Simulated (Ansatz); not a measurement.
Z-matrix (Å, degrees):
```
C
C 1 1.510
H 1 1.098 2 111.4
H 1 1.092 2 111.5 3 -120.8
H 1 1.094 2 110.6 3 119.1
C 2 1.510 1 113.5 3 -58.6
B 2 1.567 1 121.7 3 140.8
N 2 1.471 1 116.3 3 80.4
H 6 1.092 2 111.5 1 179.5
H 6 1.094 2 110.6 1 -60.3
H 6 1.098 2 111.4 1 58.7
H 7 1.185 2 155.6 1 79.5
H 8 1.004 2 135.7 1 -68.9
```

Total charge 0; spin multiplicity 1.

Q: List the ωB97M-V/def2-TZVPP orbital energies in eV (Ansatz 0.2.0). (Estimate.)

A: Ansatz gave: Occupied: -394.62, -281.97, -280.91, -280.91, -187.59, -28.46, -23.59, -21.83, -19.74, -16.68, -15.17, -14.53, -14.22, -13.88, -13.02, -12.21, -11.76, -9.97, -9.47. Lowest empty: 2.04, 2.39, 2.82, 3.35, 3.94, 4.29, 4.34, 4.68.
